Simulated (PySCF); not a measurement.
## C6H9N2: g tensor and hyperfine couplings

Species: C6H9N2 (doublet state).
Geometry (GFN2-xTB, Å), atoms numbered from 1 in this order:
```xyz
17
C6H9N2 angstrom
H      3.064   -0.310    0.280
N      2.836    0.680    0.367
C      1.622    0.949    0.206
C      0.497   -0.001   -0.091
N      0.997   -1.275   -0.517
C     -0.488   -0.032    1.135
C     -1.563    0.678    0.335
C     -1.899   -0.155   -0.889
C     -0.660    0.653   -0.856
H      1.323    1.987    0.310
H      1.681   -1.177   -1.259
H      0.251   -1.881   -0.837
H     -0.738   -1.055    1.416
H     -0.117    0.517    1.997
H     -2.222    1.432    0.725
H     -1.893   -1.239   -0.833
H     -2.698    0.241   -1.499
```

The hyperfine couplings belong to this conformer and change with its torsions.

The species is `[H]/N=C\[C@@]1(N)C[C@@H]2C[C]21` [radical].

Method: UKS B3LYP, pcH-1 on C H N, non-relativistic, mean-field spin-orbit, GIAO in PySCF 2.14.0. The structure is a single GFN2-xTB conformer in the gas phase; no vibrational or solvent corrections. Couplings are sensitive to structure, and on GFN2-xTB geometries they can be far from those on DFT ones. No stability test was run, so a lower SCF solution isn't excluded.

| Quantity | Value |
| --- | --- |
| g1, g2, g3 | 2.00215, 2.00304, 2.00344 |
| g_iso | 2.00288 |
| Form of g | rhombic: the two nearest values differ by 30 % of g3 − g1 |
| ⟨S²⟩ | 0.7526 (exact 0.7500) |
| HOMO–LUMO gap, α and β orbitals | 5.69, 4.58 eV |
| Basis functions | 290 |

Isotropic coupling and dipolar principal values T1 to T3, in MHz; ρ(0) is the spin density at the nucleus:

```tsv
atom	isotope	a_iso	T1	T2	T3	Mulliken spin population	ρ(0) (bohr⁻³)
H1	1H	-0.2	-1.3	-1.0	2.3	0.00	0.0000
N2	14N	-0.1	-0.6	-0.2	0.8	0.00	-0.0005
C3	13C	10.0	-1.7	-1.5	3.3	0.00	0.0089
C4	13C	5.5	-8.9	-7.0	16.0	0.00	0.0049
N5	14N	0.5	-1.1	-1.0	2.1	0.02	0.0016
C6	13C	45.1	-5.8	-4.2	10.0	0.05	0.0401
C7	13C	-9.2	-10.1	-7.0	17.2	0.04	-0.0082
C8	13C	-1.7	-6.5	-2.6	9.1	0.01	-0.0015
C9	13C	355.9	-65.6	-62.8	128.4	0.83	0.3166
H10	1H	-0.5	-3.7	-2.9	6.6	0.00	-0.0001
H11	1H	0.8	-3.1	-1.3	4.4	0.00	0.0002
H12	1H	-0.9	-3.1	-1.8	4.9	0.00	-0.0002
H13	1H	31.2	-3.6	-1.1	4.7	0.01	0.0070
H14	1H	2.1	-3.7	-1.7	5.4	0.00	0.0005
H15	1H	29.6	-5.8	-4.7	10.5	0.01	0.0066
H16	1H	4.3	-5.4	-2.3	7.7	0.00	0.0010
H17	1H	42.5	-6.1	-4.4	10.6	0.01	0.0095
```

The largest Mulliken spin population is on C9 (+0.83). The angles at C9 add up to 269.3°, so it is pyramidal.

Under fast tumbling the dipolar parts average out, and these isotropic splittings remain: 1 × 1H (H17, I = 1/2, 2 lines) with 1.52 mT, 1 × 1H (H13, I = 1/2, 2 lines) with 1.11 mT, 1 × 1H (H15, I = 1/2, 2 lines) with 1.06 mT, 1 × 1H (H16, I = 1/2, 2 lines) with 0.15 mT and 1 × 1H (H14, I = 1/2, 2 lines) with 0.08 mT.

The 13C coupling of C9 (355.9 MHz) shows only in satellite lines or after enrichment, since that isotope makes up about 1.07 % of natural carbon.

The spin density at the nucleus, in bohr⁻³, is negative for C7 (-0.0082) and C8 (-0.0015), for instance. A restricted open-shell determinant has no negative spin density anywhere; here it arises because α and β orbitals differ (spin polarisation).
